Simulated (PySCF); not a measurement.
# Löwdin shares of the frontier orbitals

C₅H₁₂OSi₂.
Numbering: `[CH2:1]1[CH2:2][Si@H:3]([CH:4]2[CH2:5][CH2:6]2)[O:7][SiH2:8]1` (hydrogens: H9, H10 on C1; H11, H12 on C2; H13 on Si3; H14 on C4; H15, H16 on C5; H17, H18 on C6; H19, H20 on Si8)

Structure used (PBE0-D3(BJ)/def2-SVP), in Å, numbered top down from 1:
```
atom  x, y, z in Å
C1    -2.6272   -0.5664   -0.3706
C2    -1.2055   -1.1629   -0.4570
Si3    0.0096    0.2818   -0.6479
C4     1.6691   -0.0007    0.1240
C5     2.7585   -0.6297   -0.7208
C6     2.8688    0.8006   -0.3196
O7    -0.8742    1.4895    0.1271
Si8   -2.4530    1.0907    0.5343
H9    -3.3477   -1.2546    0.1002
H10   -3.0132   -0.3533   -1.3827
H11   -0.9495   -1.6754    0.4878
H12   -1.1147   -1.9202   -1.2524
H13    0.2431    0.6682   -2.0768
H14    1.6622   -0.2975    1.1793
H15    3.4136   -1.3604   -0.2391
H16    2.5388   -0.8562   -1.7697
H17    3.6033    1.0684    0.4445
H18    2.7274    1.5686   -1.0867
H19   -2.5845    0.9632    2.0186
H20   -3.4017    2.1401    0.0593
```

Method used: TDDFT CAM-B3LYP/def2-SVPD, vertical, gas phase, core orbitals frozen in the response in PySCF.

Kohn–Sham orbitals with the atoms that hold most of them (Löwdin shares over 4%, at most four atoms; ? is withheld):

```tsv
orbital	ε (eV)	atoms
HOMO-3	-10.16	C4 24%, C5 20%, O7 11%, C6 10%
HOMO-2	-9.89	C1 25%, O7 14%, Si8 14%, C2 11%
HOMO-1	-9.43	?
HOMO	?	?
LUMO	1.20	Si8 23%, Si3 15%, C2 10%, C1 9%
LUMO+1	1.33	Si8 24%, O7 12%, H20 10%, H19 10%
LUMO+2	1.52	C5 17%, H16 10%, Si3 10%, Si8 10%
```

Task: Which atoms hold the HOMO-1, and with what shares?

Result: O7 (bonded to 2 Si) 24%; C4 (bonded to 2 C, Si and H) 17%; Si3 (bonded to 2 C, O and H) 12%; C5 (bonded to 2 C and 2 H) 11%. By element: carbon 28% or more, oxygen 24%, silicon 12% or more.

Task: Give the leading atoms of the HOMO.

Result: C2 (bonded to C, Si and 2 H) 22%; Si3 (bonded to 2 C, O and H) 13%; C1 (bonded to C, Si and 2 H) 13%; C6 (bonded to 2 C and 2 H) 10%. By element: carbon 45% or more, silicon 13% or more.

Task: What is the HOMO energy, and the HOMO–LUMO gap?

Result: ε(HOMO) = -9.27 eV; the gap is 10.47 eV (0.3848 hartree).

Task: How does S1 compare with the orbital gap of 10.47 eV?

Result: S1 is at 7.34 eV (f = 0.0038), 3.13 eV below the gap, made of HOMO→LUMO (34%), HOMO-1→LUMO (19%), HOMO-1→LUMO+1 (18%). Without the coupling terms of the response equations the lowest excitation would equal the gap.

Next come S2 at 7.55 eV (f 0.0042), HOMO→LUMO (45%), HOMO-1→LUMO+1 (21%), HOMO-1→LUMO (9%); S3 at 7.69 eV (f 0.0061), HOMO→LUMO+1 (51%), HOMO-2→LUMO+1 (14%); S4 at 7.78 eV (f 0.017), HOMO→LUMO+2 (43%), HOMO-2→LUMO+1 (17%), HOMO-2→LUMO (12%); S5 at 7.97 eV (f 0.022), HOMO-2→LUMO (31%), HOMO-1→LUMO (25%), HOMO→LUMO+2 (14%).

Löwdin shares depend on the basis, the more so with diffuse functions.

Time: 15 min of wall time; peak memory 1.4 GiB. Hardware: one thread of an Arm Neoverse N1, no GPU, shared host with 64 logical CPUs at a one-minute load of 58.

One conformer stands for the species.

Without π bonds the low states are Rydberg-like; a valence basis with one diffuse set may place them up to an eV too high.
